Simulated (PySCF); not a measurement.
# Hartree-Fock beside MP2: Al2H4N

These are calculations, not measurements. The program is PySCF 2.14.0, an open-source quantum chemistry code, run on an isolated molecule that a program drew, which may never have been made. The molecule is Al2H4N (charge 0, doublet), drawn as the SMILES string `[AlH][NH][AlH2]`.

The geometry was optimised and harmonic frequencies were computed with HF and MP2, all in the cc-pV(D+d)Z basis, for the commonest isotopes, with a restricted reference for singlets and an unrestricted one otherwise, and a frozen core in MP2. Each result is a local minimum of its method.

Geometry at the HF minimum:
```xyz
7
Al2H4N, angstrom
Al   -0.3369   -0.3539   -0.8802
N    -1.9202    0.3116   -0.3661
Al   -2.3931    1.9511    0.1698
H     0.9015    0.6472   -0.8785
H    -2.6815   -0.3515   -0.3794
H    -1.2940    3.0796    0.2353
H    -3.9001    2.2227    0.5627
```

Lengths of the bonds as drawn, in Å (atoms numbered as above):
```
  bond     HF    MP2
Al1-N2  1.793  1.813
N2-Al3  1.789  1.808
Al1-H4  1.592  1.592
 N2-H5  1.010  1.026
Al3-H6  1.577  1.576
Al3-H7  1.581  1.580
```

Rotational constants, in GHz:
```
constant     HF    MP2
       A   33.1  31.51
       B  3.198  3.186
       C  2.917  2.893
```

Harmonic frequencies in cm^-1, each column in rising order, so a row needn't be the same motion in every method:
| rank | HF | MP2 |
|---|---|---|
| 1 | 175 | 157 |
| 2 | 179 | 164 |
| 3 | 244 | 243 |
| 4 | 508 | 474 |
| 5 | 601 | 572 |
| 6 | 653 | 621 |
| 7 | 666 | 640 |
| 8 | 729 | 693 |
| 9 | 843 | 802 |
| 10 | 902 | 856 |
| 11 | 1121 | ? |
| 12 | 1912 | 1897 |
| 13 | 1984 | 1968 |
| 14 | 2004 | 1989 |
| 15 | 3731 | 3554 |

**Estimate the missing MP2 frequency from the HF column.**

A single factor s that minimises the squared misfit of MP2 against s times HF over the other rows is sum(HF x MP2) / sum(HF^2) = 0.9681, with an rms misfit of 29 cm^-1. For rank 11 it gives 0.9681 x 1121 = 1085 cm^-1. The calculation gives 1031 cm^-1, 54 cm^-1 below the estimate. The drawn bonds are on average 0.6 % longer in MP2 than in HF.
